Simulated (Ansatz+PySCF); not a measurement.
Results of a calculation; reference values are marked as such.
Input for Ansatz (development build ahead of 0.2.0):

```yaml
crystal:
  periodic: [false, false, false]
  atoms:
    - { symbol: Nb, position_ang: [0.0, 0.0, 0.0] }
    - { symbol: O, position_ang: [0.0, 0.0, 1.691] }
basis:
  gaussian: { orbitals: def2-SVP }
magnetization:
  initial_magnetization: 3
hamiltonian:
  xc: pbe
scf:
  omitted_lower_state_checks: [stability, starts, atomic_configurations, cluster_reference, orbital_swaps, given_window_search, neighbouring_geometries, increment]
```

The input is written out in the form of the current development build from the run's settings. The basis set brings a core potential for Nb, so the total leaves out those core electrons.

Output:

```
Converged    : yes
Total energy : -132.04588 hartree
```

Caution: other spin multiplicities were not run.
